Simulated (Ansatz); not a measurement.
Compare A (`FC1([SiH3])N=CO1`) with its isomer B (`N#CC(O)(F)[SiH3]`).

Computed with Ansatz on PBE0-D4/def2-TZVP structures; ΔE is electronic, products minus reactants. CBS: MP2 limit from def2 TZ/QZ plus the TZ coupled-cluster correction, frozen cores. Functionals use def2-TZVPP. B3LYP here is the variant with VWN-RPA as its local correlation; programs differ in this. One conformer a species, not always the lowest.

A:

```xyz
10

F    -1.831    0.712    0.242
C    -0.640    0.207   -0.108
Si    0.696    0.423    1.250
N    -0.205    0.539   -1.461
C    -0.282   -0.723   -1.652
O    -0.777   -1.216   -0.493
H     0.935    1.874    1.423
H     0.181   -0.178    2.503
H     1.912   -0.275    0.775
H     0.011   -1.363   -2.479
```

B:

```xyz
10

N    -2.222    1.452    0.463
C    -1.283    0.794    0.541
C    -0.055   -0.017    0.573
O     1.001    0.674    1.114
F    -0.341   -1.140    1.342
Si    0.455   -0.610   -1.196
H     0.733    1.090    1.943
H     1.690   -1.408   -1.026
H     0.683    0.592   -2.030
H    -0.661   -1.427   -1.723
```

Problem. Which is lower in electronic energy at CCSD(T)/CBS, and by how much? (Estimate.)

Solution. The calculation gave: B, by 81.3 kJ/mol.

Problem. Give E(B) − E(A) in kJ/mol with B2PLYP, HF/def2-TZVPP, PBE-D4, PBE0-D4, MP2/def2-TZVPP, B3LYP-D4, CCSD(T)/def2-TZVPP. (An estimate is asked.)

Solution. Ansatz gave: B2PLYP -88.5, HF/def2-TZVPP -101.9, PBE-D4 -58.9, PBE0-D4 -58.9, MP2/def2-TZVPP -89.2, B3LYP-D4 -83.7, CCSD(T)/def2-TZVPP -84.7. None reverses the order clearly.

Largest T1 diagnostic: 0.015.

In def2-TZVPP, CCSD(T) changes the Hartree–Fock value by +17.2 kJ/mol (the triples alone add +4.7 kJ/mol) and MP2 by +12.7 kJ/mol.
